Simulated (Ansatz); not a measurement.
Born–Oppenheimer molecular dynamics of BCl$_{2}$H$_{4}$N (8 atoms, charge 0, multiplicity 1). It starts at the highest image of a converged band, a first-order saddle point between two minima.

Method: Ansatz, RKS B3LYP-D4/def2-SVP.

```
ensemble                      : NVE (velocity Verlet)
time step                     : 0.5 fs
steps asked                   : 200
starting velocities drawn for : 300 K
seed                          : 3013
```

First frame:

```xyz
8
Properties=species:S:1:pos:R:3
B 0.136 0.460 -0.086
Cl -0.226 -0.341 2.282
Cl 1.506 -0.414 -0.766
H -0.972 0.286 -0.498
N 0.444 1.735 0.649
H 1.409 2.065 0.599
H -0.219 2.498 0.517
H 0.197 1.055 1.723
```

Task: How far do the bonds stretch over the last three quarters of this one trajectory? (Pairs bonded in most of those frames.)

Result: 
```tsv
bond	mean (Å)	spread (Å)	shortest	longest
B1–Cl3	1.777	0.012	1.75	1.80
B1–H4	1.203	0.026	1.16	1.25
B1–N5	1.400	0.027	1.35	1.44
Cl2–H8	1.304	0.050	1.22	1.37
N5–H6	1.018	0.020	0.98	1.06
N5–H7	1.016	0.025	0.97	1.06
```

Mean temperature of the second half: 912 K. The conserved energy stayed within 0.25 meV per atom of its start (net change 0.027 meV per atom), so the integration is sound. The kinetic energy rose, since the run started high on the potential surface and went downhill. It ends in pieces (BClH3N + ClH), so much of that is their flight and rotation, not heat. A run of 0.1 ps of so small a system gives no equilibrium averages. The orbitals stay closed-shell, which can raise the energy where a bond breaks towards radicals; this wasn't checked here.

The run took 6.3 min on 2 threads of AMD EPYC 7R43 64-Core Processor (Zen 3), on a shared host, peak memory 0.17 GiB.
